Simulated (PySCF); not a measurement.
## Te: electron affinity

Te⁻ [Kr] 4d10 5s2 5p5 (2P) → Te [Kr] 4d10 5s2 5p4 (3P), as a difference of total energies. Computed with PySCF 2.14 in aug-cc-pV5Z-PP with ECP28MDF, with scalar relativity through the core potential. Correlated levels: valence: 4s2 4p6 4d10 frozen. The calculations carry no spin-orbit coupling.

```json
{"method": "UHF", "electron affinity (eV)": "1.056", "difference from reference (eV)": "-0.915"}
{"method": "LDA", "electron affinity (eV)": "2.317", "difference from reference (eV)": "+0.346"}
{"method": "PBE", "electron affinity (eV)": "2.071", "difference from reference (eV)": "+0.100"}
{"method": "PBE0", "electron affinity (eV)": "2.024", "difference from reference (eV)": "+0.053"}
{"method": "r2SCAN", "electron affinity (eV)": "2.030", "difference from reference (eV)": "+0.059"}
{"method": "TPSS", "electron affinity (eV)": "2.053", "difference from reference (eV)": "+0.082"}
{"method": "M06-2X", "electron affinity (eV)": "1.769", "difference from reference (eV)": "-0.202"}
{"method": "revPBE", "electron affinity (eV)": "1.994", "difference from reference (eV)": "+0.023"}
{"method": "MP2 (valence)", "electron affinity (eV)": "1.974", "difference from reference (eV)": "+0.003"}
{"method": "SCS-MP2 (valence)", "electron affinity (eV)": "1.995", "difference from reference (eV)": "+0.024"}
```

Reference: 1.971 eV (measured; photodetachment measurements, as compiled on the Wikipedia data page of electron affinities).

The reference lies between the lowest fine-structure levels, while these numbers refer to the centres of the terms.

In the anion the highest occupied orbital energy is positive at LDA, PBE, r2SCAN, TPSS, revPBE, a self-interaction effect; the basis confines that electron, and the energy difference can still be sensible.
